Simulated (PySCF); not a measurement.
Compound: C3H8OSiTe.
Numbering: `[SiH3:1][O:2][C@@H:3]1[CH2:4][CH2:5][Te:6]1` (hydrogens: H7, H8, H9 on Si1; H10 on C3; H11, H12 on C4; H13, H14 on C5)

Method: PySCF 2.14.0, PBE0-D3(BJ)/def2-SVP geometry optimisation, gas phase, def2 core potentials past Kr.

(1) List the bond lengths, angles and torsions at this level.

Answers

(1) 
```
          bond  length (Å)
        Si1–O2       1.677
         O2–C3       1.370
         C3–C4       1.521
         C4–C5       1.527
        C5–Te6       2.187
        C3–Te6       2.255
        Si1–H7       1.485
Si1–H8, Si1–H9       1.495
        C3–H10       1.105
        C4–H11       1.101
        C4–H12       1.105
        C5–H13       1.097
        C5–H14       1.098
```

Bonds in one row agree within 0.01 Å and their mean is given. A selection of angles:
```
     angle  degrees
 O2–Si1–H7    106.3
 O2–Si1–H8    110.4
 H7–Si1–H8    110.7
 H8–Si1–H9    109.2
 Si1–O2–C3    122.8
  O2–C3–C4    114.0
 O2–C3–Te6    120.3
 O2–C3–H10    112.1
 C4–C3–Te6     90.5
 C4–C3–H10    113.1
Te6–C3–H10    105.0
  C3–C4–C5    103.2
 C3–C4–H11    106.5
 C3–C4–H12    113.7
 C5–C4–H11    109.9
 C5–C4–H12    115.2
H11–C4–H12    107.9
 C4–C5–Te6     92.9
 C4–C5–H13    115.8
 C4–C5–H14    113.8
Te6–C5–H13    114.4
Te6–C5–H14    109.1
H13–C5–H14    109.9
 C3–Te6–C5     65.1
```

Dihedral angles: Si1–O2–C3–C4 171° (antiperiplanar); O2–C3–C4–C5 -149° (anticlinal); C3–C4–C5–Te6 26° (synperiplanar); C4–C5–Te6–C3 -18° (synperiplanar); O2–C3–Te6–C5 137° (anticlinal).

Si1 (oxygen-bound silicon) is tetrahedral (angles from 106.3° to 111.4°). Of the pairs four or more bonds apart, Te6···H9 is among the closest relative to their van der Waals radii: 3.40 Å, 104 % of the sum of Bondi's values. Te6 (tellurium bonded to 2 C) is bent (angle 65.1°). The 4-membered ring C3–C4–C5–Te6 has internal angles of 65.1° to 103.2°; it is puckered, 0.16 Å rms from its mean plane, widest ring torsion 26°. The C–Te distances run from 2.187 Å (C5–Te6, drawn single) to 2.255 Å (C3–Te6, drawn single), a spread of 0.068 Å.

Point group: C1 (no symmetry element, even within 0.4 Å). No PBE0-D3(BJ)/def2-SVP frequencies stand behind this structure, so it isn't proved a minimum. The numbers are those of one conformer.

On an Arm Neoverse N1 with one thread, shared host, this took 2.9 min of wall time and 0.56 GiB of memory at its peak. This is the geometry optimisation.
